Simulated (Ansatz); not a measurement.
`CC[SiH](F)F`, charge 0, multiplicity 1.

Give a relaxed structure at PBE0-D4/def2-TZVP (Ansatz). (An estimate is asked.)

Ansatz gave: 
Cartesian coordinates in Å:
```
C 1.2001 0.2608 0.7125
C 0.4111 0.0823 -0.5850
Si -1.3788 -0.2954 -0.3345
F -1.5358 -1.6275 0.5237
F -2.0640 0.8673 0.5107
H 2.2499 0.4819 0.5085
H 0.7990 1.0812 1.3114
H 1.1648 -0.6419 1.3260
H 0.8378 -0.7262 -1.1902
H 0.4749 0.9845 -1.2049
H -2.1591 -0.4670 -1.5782
```
Point group Cs.
This is one stationary point; other conformers may exist.
